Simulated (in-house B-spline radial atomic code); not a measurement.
Radial electron density of Xe7+, [Kr] 4d10 5s1. Method: non-relativistic wB97X, spin-polarised, spherical fractional occupations, exact exchange averaged over the configuration, point nucleus. Calculated with an all-electron radial atomic-structure program (B-spline basis).

Columns: r (bohr), 4πr²n(r) (electrons per bohr), bar.

```
 0.00127    1.966 #
 0.00156    2.875 #
 0.00192    4.189 ##
 0.00235    5.991 ###
 0.00289    8.547 ####
 0.00355    12.01 ######
 0.00436     16.6 ########
 0.00535    22.47 ###########
 0.00657    29.72 ###############
 0.00807    38.18 ###################
  0.0099    47.26 #######################
  0.0122    56.26 ############################
  0.0149    63.28 ###############################
  0.0183    67.47 ##################################
  0.0225    67.72 ##################################
  0.0277    64.61 ################################
   0.034    60.88 ##############################
  0.0417    60.52 ##############################
  0.0512    66.51 #################################
  0.0629    77.75 #######################################
  0.0772    87.67 ############################################
  0.0948    88.53 ############################################
   0.116    79.15 #######################################
   0.143    67.95 ##################################
   0.176    66.87 #################################
   0.216    74.01 #####################################
   0.265     73.8 #####################################
   0.325    56.89 ############################
   0.399     34.6 #################
    0.49    24.99 ############
   0.602    28.02 ##############
    0.74    29.18 ###############
   0.908    21.75 ###########
    1.12    11.38 ######
    1.37    4.818 ##
    1.68    1.843 #
    2.07   0.6421 
    2.54   0.1696 
    3.11  0.02811 
    3.82 0.002292 
     4.7 7.014e-05 
    5.77 9.932e-07
```

On this grid the curve has 4 maxima, near 0.0225, 0.0948, 0.216, 0.74 bohr.

The 4d up radial function P(r) = rR(r), positive near the nucleus:

```
r (bohr)          P
  0.0099   0.001817
  0.0149   0.005673
  0.0225    0.01711
   0.034    0.04848
  0.0512      0.124
  0.0772     0.2768
   0.116     0.5008
   0.176     0.6583
   0.265     0.4292
   0.399    -0.3215
   0.602      -1.08
   0.908     -1.099
    1.37    -0.5419
    2.07    -0.1164
    3.11  -0.007804
```
